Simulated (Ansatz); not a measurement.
# Relative energies of C2H8GaN isomers

2 of its isomers, all singlets with charge 0: A = `C[CH2][GaH][NH2]`; B = `[CH3][Ga]([CH3])[NH2]`.

Shapes, held fixed at every level: PBE0-D4/def2-TZVP. Flexible molecules stand in one conformer, not always the lowest. Programs: Ansatz 0.2.0.

A:

```xyz
12

C    -1.3724   -0.7499   -0.0882
C    -0.0376   -1.0414    0.5879
Ga    1.3387    0.3432    0.3142
N     0.8719    1.7758   -0.7070
H    -1.2623   -0.6502   -1.1715
H    -1.8141    0.1816    0.2764
H    -2.1037   -1.5445    0.0896
H    -0.1712   -1.1705    1.6677
H     0.3738   -1.9939    0.2357
H     2.8005    0.3550    0.8771
H     1.4860    2.5437   -0.9175
H    -0.0326    1.8961   -1.1304
```

B:

```xyz
12

C    -0.4966    1.7951   -0.3831
Ga   -0.0788   -0.0979   -0.0520
C     1.4423   -0.7830    0.9894
N    -1.2068   -1.3332   -0.7791
H    -1.3899    1.9103   -0.9990
H    -0.6593    2.3233    0.5599
H     0.3361    2.2901   -0.8892
H     1.4143   -0.3972    2.0116
H     1.4434   -1.8733    1.0341
H     2.3877   -0.4567    0.5484
H    -2.0172   -1.1049   -1.3294
H    -1.0982   -2.3280   -0.6775
```

Electronic energies in kJ/mol, without zero-point or thermal terms.

```json
{"level": "PBE-D4/def2-TZVPP", "kind": "GGA", "B − A": "-44.5"}
{"level": "r2SCAN-D4/def2-TZVPP", "kind": "meta-GGA", "B − A": "-47.3"}
{"level": "B3LYP-D4/def2-TZVPP", "kind": "global hybrid", "B − A": "-44.9"}
{"level": "BHLYP-D4/def2-TZVPP", "kind": "global hybrid", "B − A": "-44.8"}
{"level": "B2PLYP/def2-TZVPP", "kind": "double hybrid", "B − A": "-48.5"}
{"level": "CCSD/def2-TZVPP", "kind": "coupled cluster or CI", "B − A": "-48.1"}
{"level": "CCSD(T)/def2-TZVPP", "kind": "coupled cluster or CI", "B − A": "-48.6"}
```

The highest level, CCSD(T)/def2-TZVPP, puts B lowest of these. All levels agree on that. The B − A difference spans -48.6 to -44.5 kJ/mol over the levels. Relativity is left out for Ga unless named. Correlated rows may include outer-core shells of Ga, which these sets cover unevenly.
